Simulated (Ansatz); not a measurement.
Correlation energies of `[SiH3]C[SiH2]C=S` by basis set

Z-matrix (Å, degrees):
```
Si
C 1 1.874
H 1 1.488 2 109.3
H 1 1.487 2 111.0 3 119.8
H 1 1.486 2 111.0 3 -119.2
Si 2 1.859 1 113.8 3 73.3
H 2 1.095 1 109.1 3 -166.5
H 2 1.094 1 108.8 3 -49.1
C 6 1.885 2 110.5 1 79.4
H 6 1.491 2 112.8 1 -161.5
H 6 1.491 2 112.1 1 -40.2
S 9 1.611 6 124.2 2 7.4
H 9 1.095 6 117.5 2 -173.3
```

Total charge 0; spin multiplicity 1. Geometry: relaxed with PBE0-D4/def2-TZVP. It is one conformer, not always the lowest. Frozen core, restricted reference, the Gaussian-basis code of Ansatz. CBS rows extrapolate triple and quadruple zeta; past MP2 they add the triple-zeta difference.

| basis | HF (Eh) | MP2 corr. |
| --- | --- | --- |
| def2-SVP | -1055.39895 | -0.60474 |
| def2-TZVPP | -1055.83172 | -0.75882 |
| def2-QZVPP | -1055.86455 | -0.81317 |

(1) Estimate the CCSD correlation energy and the (T) correction in each basis where they were run (hartree).

Answers

(1) 
| basis | CCSD corr. | (T) |
| --- | --- | --- |
| def2-SVP | -0.67776 | -0.02334 |
| def2-TZVPP | -0.82805 | -0.03757 |
| CBS(def2) | -0.92266 | as TZ |
